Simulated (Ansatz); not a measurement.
The cluster Cu₄O⁺. The state is a doublet with charge 1. Geometry B3LYP-D4/def2-SVP.

Cartesian coordinates in Å:
```
O 0.2754 0.4621 -0.0993
Cu 0.2599 0.0510 1.7747
Cu -0.8053 1.4587 -1.2475
Cu 1.4105 -1.0740 -0.2804
Cu -1.1405 -0.8979 -0.1475
```

No other spin state of charge 1 was run. Another isomer (doublet) lies 0.13 eV lower at PBE0-D4/def2-TZVP; other spin states weren't run for this one.

Estimate the α-spin orbital energies around the gap (eV) in Ansatz with LDA (SPW92)/def2-TZVP, PBE-D4/def2-TZVP, r2SCAN-D4/def2-TZVP, PBE0-D4/def2-TZVP, ωB97X-V/def2-TZVP.


```csv
orbital,LDA (SPW92)/def2-TZVP,PBE-D4/def2-TZVP,r2SCAN-D4/def2-TZVP,PBE0-D4/def2-TZVP,ωB97X-V/def2-TZVP
HOMO−5,-10.93,-10.58,-10.62,-12.35,-14.78
HOMO−4,-10.80,-10.45,-10.47,-12.14,-14.48
HOMO−3,-10.55,-10.20,-10.19,-11.59,-13.90
HOMO−2,-10.42,-10.09,-10.08,-11.43,-13.71
HOMO−1,-10.23,-9.89,-9.89,-11.29,-13.58
HOMO,-9.38,-9.09,-8.98,-9.35,-10.70
LUMO,-8.02,-7.72,-7.48,-6.70,-4.80
LUMO+1,-7.74,-7.46,-7.16,-6.35,-4.39
LUMO+2,-7.67,-7.39,-7.12,-6.29,-4.33
LUMO+3,-5.50,-5.22,-4.93,-4.12,-2.10
LUMO+4,-5.00,-4.72,-4.41,-3.61,-1.54
LUMO+5,-4.89,-4.63,-4.32,-3.55,-1.53
β HOMO,-10.12,-9.78,-9.75,-11.08,-13.37
β LUMO,-9.07,-8.71,-8.35,-7.41,-5.24
```
